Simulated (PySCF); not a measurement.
C₂F₄, charge +1, doublet, at a GFN2-xTB geometry (a state made from the parent by changing its charge; the spin is typed, not shown lowest); DF-CAMB3LYP/6-311G** (PySCF).

The PySCF input:
```python
from pyscf import gto, scf, dft

mol = gto.M(
    atom='''
F    -1.352717    0.000828    1.122684
C    -0.708521   -0.026139    0.022923
F    -1.418627   -0.103069   -1.033023
C     0.708521    0.026139   -0.022923
F     1.352717   -0.000828   -1.122684
F     1.418627    0.103069    1.033023
''',
    basis='6-311g**',
    charge=1,
    spin=1,
    verbose=4,
)

mf = dft.UKS(mol)
mf.xc = 'camb3lyp'
mf = mf.density_fit(auxbasis='def2-universal-jkfit')
mf.kernel()
```

Output, abridged:

```
PySCF version 2.14.0

[INPUT] verbose = 4
[INPUT] num. atoms = 6
[INPUT] num. electrons = 47
[INPUT] charge = 1
[INPUT] spin (= nelec alpha-beta = 2S) = 1
[INPUT] symmetry False subgroup None
[INPUT] Mole.unit = angstrom
[INPUT] Symbol           X                Y                Z      unit          X                Y                Z       unit  Magmom
[INPUT]  1 F     -1.352717000000   0.000828000000   1.122684000000 AA   -2.556264654043   0.001564693231   2.121565284431 Bohr   0.0
[INPUT]  2 C     -0.708521000000  -0.026139000000   0.022923000000 AA   -1.338910643503  -0.049395551170   0.043318191953 Bohr   0.0
[INPUT]  3 F     -1.418627000000  -0.103069000000  -1.033023000000 AA   -2.680816502913  -0.194772181933  -1.952130550377 Bohr   0.0
[INPUT]  4 C      0.708521000000   0.026139000000  -0.022923000000 AA    1.338910643503   0.049395551170  -0.043318191953 Bohr   0.0
[INPUT]  5 F      1.352717000000  -0.000828000000  -1.122684000000 AA    2.556264654043  -0.001564693231  -2.121565284431 Bohr   0.0
[INPUT]  6 F      1.418627000000   0.103069000000   1.033023000000 AA    2.680816502913   0.194772181933   1.952130550377 Bohr   0.0

nuclear repulsion = 246.537622533397
number of shells = 48
number of NR pGTOs = 186
number of NR cGTOs = 108
basis = 6-311g**
ecp = {}

******** <class 'pyscf.df.df_jk.DFUKS'> ********
method = DFUKS
initial guess = minao
damping factor = 0
level_shift factor = 0
DIIS = <class 'pyscf.scf.diis.CDIIS'>
diis_start_cycle = 1
diis_space = 8
diis_damp = 0
SCF conv_tol = 1e-09
SCF conv_tol_grad = None
SCF max_cycles = 50
direct_scf = False
number electrons alpha = 24  beta = 23
XC library pyscf.dft.libxc version 7.1.2
    S. Lehtola, C. Steigemann, M. J. T. Oliveira, and M. A. L. Marques,  SoftwareX 7, 1–5 (2018)
XC functionals = camb3lyp
    T. Yanai, D. P. Tew, and N. C. Handy,  Chem. Phys. Lett. 393, 51 (2004)
radial grids:
    Treutler-Ahlrichs [JCP 102, 346 (1995); DOI:10.1063/1.469408] (M4) radial grids

becke partition: Becke, JCP 88, 2547 (1988); DOI:10.1063/1.454033
pruning grids: <function nwchem_prune>
grids dens level: 3
symmetrized grids: False
atomic radii adjust function: <function treutler_atomic_radii_adjust>
small_rho_cutoff = 0
Set gradient conv threshold to 3.16228e-05
tot grids = 85288
******** <class 'pyscf.df.df.DF'> ********
auxbasis = def2-universal-jkfit
Create RSH-DF object <pyscf.df.df.DF object> for omega=0.33
******** <class 'pyscf.df.df.DF'> ********
auxbasis = auxmol.basis = def2-universal-jkfit
init E= -476.739477182366

cycle= 1 E= -474.91057304381  delta_E= 1.83  |g|= 0.81  |ddm|= 1.59
cycle= 2 E= -474.706999130436  delta_E= 0.204  |g|= 1.22  |ddm|= 0.99
cycle= 3 E= -475.160236803882  delta_E= -0.453  |g|= 0.0889  |ddm|= 0.55
cycle= 4 E= -475.162173317344  delta_E= -0.00194  |g|= 0.0147  |ddm|= 0.0482
cycle= 5 E= -475.162241555886  delta_E= -6.82e-05  |g|= 0.00174  |ddm|= 0.0109
cycle= 6 E= -475.162243419473  delta_E= -1.86e-06  |g|= 0.000382  |ddm|= 0.00167
cycle= 7 E= -475.162243549976  delta_E= -1.31e-07  |g|= 7.59e-05  |ddm|= 0.000466
cycle= 8 E= -475.162243557929  delta_E= -7.95e-09  |g|= 2.49e-05  |ddm|= 9.91e-05
cycle= 9 E= -475.162243558651  delta_E= -7.22e-10  |g|= 6.03e-06  |ddm|= 2.97e-05
Extra cycle  E= -475.162243558695  delta_E= -4.39e-11  |g|= 3.9e-06  |ddm|= 7.19e-06
converged SCF energy = -475.162243558695  <S^2> = 0.75138079  2S+1 = 2.0013803
```
